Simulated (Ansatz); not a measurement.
Ansatz results at the PBE0-D4/def2-TZVP geometry: HOMO energy (PBE/def2-TZVPP) -5.92 eV; HOMO energy (ωB97M-V/def2-TZVPP) -9.85 eV; size of the dipole moment (ωB97M-V/def2-TZVPP) 2.15 D.

Each molecule was computed in one conformer, which needn't be the lowest.

Task: Which molecule gave them?
A. `CBOCN`
B. `COB(C)N`
C. `BNC(C)O`
D. `FB1C=C1`

Result: A. The others give `BNC(C)O`: -6.59, -10.49, 0.43; `FB1C=C1`: -6.57, -10.27, 1.96; `COB(C)N`: -5.84, -9.67, 0.55.
